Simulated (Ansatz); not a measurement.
`CN(C)BS` + H–F → `CN(C)BF` + H₂S at 298.15 K and 1 bar (ligand exchange at a B–S bond).

Computed with Ansatz on PBE0-D4/def2-TZVP structures; ΔE is electronic, products minus reactants. CCSD(T)/CBS is the MP2 limit (def2-TZVPP, def2-QZVPP) plus CCSD(T) − MP2 in def2-TZVPP, frozen cores. This one scheme is used for every species. One conformer a species, not always the lowest.

| species | CCSD(T)/CBS energy (Eh) | H − E (kJ/mol) | S (J/(mol·K)) |
| --- | --- | --- | --- |
| `CN(C)BS` | -558.24903 | 299.8 | 347.1 |
| H–F | -100.39570 | 33.5 | 173.6 |
| `CN(C)BF` | -259.69840 | 279.3 | 317.9 |
| H₂S | -398.97279 | 49.9 | 205.7 |

H − E and S are ideal-gas, rigid-rotor, harmonic terms from PBE0-D4/def2-TZVP, for one conformer and one mirror image of each species. 1 Eh = 2625.50 kJ/mol, R = 8.31446 J/(mol·K).

Problem. By hand: ΔE, ΔH, ΔS and ΔG.

Solution. ΔE = (-259.69840) + (-398.97279) − (-558.24903) − (-100.39570) = -0.02646 Eh = -69.5 kJ/mol. Δ(H − E) = 279.3 + 49.9 − 299.8 − 33.5 = -4.1, so ΔH = -73.6 kJ/mol. ΔS = 317.9 + 205.7 − 347.1 − 173.6 = 2.9 J/(mol·K). ΔG = -73.6 − 298.15 × (2.9)/1000 = -74.5 kJ/mol.

Problem. By hand: the equilibrium constant, and the temperature at which ΔG would vanish if ΔH and ΔS stayed fixed.

Solution. log₁₀ K = −ΔG/(RT ln 10) = 13.1. ΔH and −TΔS have one sign here, so there is no such temperature. One of them is within its doubt of zero, so this could turn.

The number of gas molecules stays the same, so ΔS is small and ΔH decides. A doubt of 5 kJ/mol in ΔE shifts log₁₀ K by 0.9 here. Other conformers and mirror images would add mixing entropy, several J/(mol·K) or more a flexible species. Modes under 60 cm⁻¹, often nearly free rotors, make the harmonic entropy too high. These are equilibria of isolated gas molecules and say nothing of rates. Largest T1 diagnostic: 0.012 (customary marks: 0.02 for closed shells, 0.045 for open ones).
